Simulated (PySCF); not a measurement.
Choosing a molecule for a target property.

Species are written as SMILES; each is one conformer at its optimised geometry, gas phase, non-relativistic unless stated. Electronic properties by PySCF.

Dipoles, sizes and rotational constants follow the conformer. The torsions of the flexible species, by atom-mapped SMILES:
- `[CH:1]#[C:2][SiH2:3][Si@@H:4]1[CH2:5][SiH2:6][C@H:7]1[CH3:8]`: C2–Si3–Si4–C5 57°
- `[CH2:1]=[CH:2][CH2:3][C:4](=[C:5]=[S:6])[SiH2:7][CH3:8]`: C1–C2–C3–C4 -108°, C2–C3–C4–C5 -97°, C3–C4–Si7–C8 -91°
- `[CH2:1]=[C:2]=[C:3]([C:4]#[C:5][SiH2:6][CH3:7])[CH2:8][CH:9]=[CH2:10]`: C2–C3–C8–C9 -106°, C3–C8–C9–C10 112°
- `[CH3:1][O:2][C@H:3]([SiH2:4][CH:5]=[C:6]=[O:7])[CH:8]([CH3:9])[CH3:10]`: C1–O2–C3–Si4 -94°, O2–C3–Si4–C5 152°, C3–Si4–C5–C6 -9°, O2–C3–C8–C9 -62°

(1) Wanted: HOMO energy below -7.2 eV (PBE0/pcSseg-1) and dipole moment below 0.6 D (PBE0/pcSseg-1), at GFN2-xTB geometries. Which candidate meets both?
A. `C(=C[SiH2][C@@H](OC)C(C)C)=O`
B. `C=CCC(=C=S)[SiH2]C`
C. `C#C[SiH2][Si@@H]1C[SiH2][C@H]1C`
D. `[SiH2](C#CC(=C=C)CC=C)C`

Results:

(1) C. Computed values:
| species | HOMO energy | dipole moment |
| --- | --- | --- |
| C#C[SiH2][Si@@H]1C[SiH2][C@H]1C | -7.38 eV | 0.49 D |
| C(=C[SiH2][C@@H](OC)C(C)C)=O | -7.06 eV | 0.66 D |
| [SiH2](C#CC(=C=C)CC=C)C | -6.81 eV | 0.92 D |
| C=CCC(=C=S)[SiH2]C | -6.31 eV | 1.89 D |
